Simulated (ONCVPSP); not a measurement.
## What one change does to a pseudopotential (phosphorus, ONCV)

- Element: phosphorus
- Generator: ONCVPSP 4.0.1
- Type: optimised norm-conserving Vanderbilt (ONCV)
- Functional: PBE
- Relativity: scalar-relativistic
- Frozen core: [Ne]
- Valence charge: 5
- Reference configuration: 3s1 3p4
- Partial waves: 3s: rc 1.70 bohr, ncon 4, nbas 7, qcut 3.5 1/bohr, 3 projectors, debl 2.3 Ha; 3p: rc 1.40 bohr, ncon 5, nbas 10, qcut 6.9 1/bohr, 2 projectors, debl 0.5 Ha; d scattering state at 0.44 Ha: rc 1.80 bohr, ncon 3, nbas 8, qcut 6.2 1/bohr, 2 projectors, debl 2.6 Ha
- Local potential: polynomial inside 1.05 bohr (lpopt 4, dvloc0 1 Ha)
- Core correction: Teter function, fcfact 4.5, rcfact 1.05

All-electron outer shells of the reference configuration (PBE, scalar-relativistic, ld1.x):

```tsv
shell	level (eV)	outermost node (bohr)	outermost maximum (bohr)
2s	-175.53	0.14	0.42
2p	-126.02	–	0.36
3s	-14.68	0.65	1.58
3p	-6.07	0.64	1.81
```

Change: p: debl 5.3.

Cutoffs: the cutoffs (Ha) at which the residual kinetic energy of the hardest occupied pseudo-wave falls to 1 and 0.1 mHa per electron; they do not see the model core or the augmentation charge, which bear on the density cutoff. Errors are all-electron minus pseudo energies relative to the spin-unpolarised reference configuration.

**Question.** How do hardness, ghosts and transferability respond?

**Answer.** The potential gets neither clearly harder nor softer (29 Ha and 101 Ha → 29 Ha and 101 Ha); the bound ghost in p disappears; of the 4 tests that both files solve, the error grows in 1 and shrinks in 0 by more than 15 % and 0.3 meV (median size 3.2 → 3.0 meV).

| quantity | base | changed |
| --- | --- | --- |
| cutoff, loose | 29 Ha | 29 Ha |
| cutoff, tight | 101 Ha | 101 Ha |
| bound ghosts | p | none |
| GHOST(+) flags under 300 eV | s at 255.5 eV | s at 255.5 eV |
| error for 3s2 3p3, meV [ΔE -8.53 eV] | -2.9 | -2.5 |
| error for 3s2 3p2, meV [ΔE 1.20 eV] | -3.5 | -3.5 |
| error for 3s2 3p1, meV [ΔE 20.34 eV] | -0.5 | +1.3 |
| error for 3s2 3p0, meV [ΔE 50.08 eV] | +30 | +30 |
| s: phases at 1.73 bohr within 0.05 rad from the reference energy up to (Ha; the scan ends near 5) | to the end of the scan | to the end of the scan |
| p: phases at 1.42 bohr within 0.05 rad from the reference energy up to (Ha; the scan ends near 5) | to the end of the scan | to the end of the scan |
| d: phases at 1.83 bohr within 0.05 rad from the reference energy up to (Ha; the scan ends near 5) | to the end of the scan | to the end of the scan |
| rms error of d²Exc/dni dnj with the model core, mHa | 1.21 | 1.21 |

 A true bound ghost makes a file unfit for plane-wave use even where its test errors are small: the radial tests pick states by their node count and pass the ghost by.
